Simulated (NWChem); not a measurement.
Species: C$_{2}$H$_{7}$NSi, singlet; SMILES CN(C)[SiH]

```xyz
11

Si     0.0424    -1.4731     0.0000
H     -1.4884    -1.6323     0.0000
N      0.0027     0.2586     0.0000
C      1.2471     1.0022     0.0000
C     -1.1586     1.1221     0.0000
H      1.3255     1.6519    -0.8908
H      1.3255     1.6519     0.8908
H      2.1038     0.3126     0.0000
H     -1.1651     1.7790     0.8895
H     -1.1651     1.7790    -0.8895
H     -2.0788     0.5250     0.0000
```
Atoms are numbered in this order, from 1.

Results from NWChem. Medium grid unless said otherwise, to which SCAN and Minnesota functionals are sensitive. Low-valent species are run as closed-shell singlets; no triplet was tried in these runs. Coordinates come from a PBE0/def2-SVP optimisation. B3LYP is NWChem's, with the RPA form of VWN correlation.

Question: Among these, which level gives the highest value of “dipole (D)”?
A. PBE0/def2-SVP
B. B3LYP/def2-SVP
C. BLYP/def2-SVP
D. r2SCAN/def2-SVP

Answer: D, r2SCAN/def2-SVP. Values: B3LYP/def2-SVP 2.27; PBE0/def2-SVP 2.37; BLYP/def2-SVP 2.39; r2SCAN/def2-SVP 2.59
